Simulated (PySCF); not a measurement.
Stretching NbO

Set-up: PySCF, scalar-relativistic core potentials, basis sets Nb def2-TZVPP with ECP28, O def2-TZVPP. Energies in eV from Nb (4d4 5s1) + O in their ground configurations at the same level. State: ⁴Σ⁻ (quartet), unpaired electrons σ ↑, δ ↑↑.

| R (Å) | BLYP | LDA | r²SCAN | PBE |
| --- | --- | --- | --- | --- |
| 1.440 | -5.741 | -7.394 | -5.346 | -5.964 |
| 1.507 | -7.048 | -8.585 | -6.582 | -7.212 |
| 1.574 | -7.832 | -9.257 | -7.298 | -7.941 |
| 1.624 | -8.156 | -9.501 | -7.573 | -8.227 |
| 1.674 | -8.304 | -9.573 | -7.674 | -8.339 |
| 1.724 | -8.314 | -9.510 | -7.638 | -8.317 |
| 1.791 | -8.163 | -9.269 | -7.431 | -8.128 |
| 1.875 | -7.792 | -8.796 | -6.997 | -7.716 |
| 1.975 | -7.188 | -8.084 | -6.335 | -7.074 |
| 2.109 | -6.272 | -7.049 | -5.381 | -6.128 |

Q: Put a parabola through the three lowest points of the BLYP curve and estimate Re, k and ωe (reduced mass 13.65 u; 1 eV/Å² = 0.16022 mdyn/Å; ωe = 1302.8·√(k/μ) cm⁻¹).

A: Through R = 1.674, 1.724, 1.791 Å the second-order coefficient is 21.0 eV/Å², so Re ≈ 1.704 Å, k ≈ 6.72 mdyn/Å and ωe ≈ 914 cm⁻¹. A polynomial fit of higher order to the unrounded BLYP energies gives Re = 1.703 Å, k = 7.62 mdyn/Å, ωe = 974 cm⁻¹; anharmonicity and rounding make the difference.

The higher-order fit for each curve: BLYP: Re = 1.703 Å, ωe = 974 cm⁻¹, De = 8.32 eV; LDA: Re = 1.674 Å, ωe = 1031 cm⁻¹, De = 9.57 eV; r²SCAN: Re = 1.684 Å, ωe = 1011 cm⁻¹, De = 7.68 eV; PBE: Re = 1.689 Å, ωe = 995 cm⁻¹, De = 8.35 eV.

The metal atom is held in its measured ground configuration; semilocal functionals can put another filling of s and d lower by some tenths of an eV, and De to that atom would be smaller. ⟨S²⟩ of the unrestricted solution departs from its pure value on part of the curve, where spin states mix. These are scalar-relativistic numbers at best; spin–orbit coupling would shift them, the dissociation energy most. With d or f electrons several states lie close, and the lowest PBE0 determinant need not be the measured ground state.
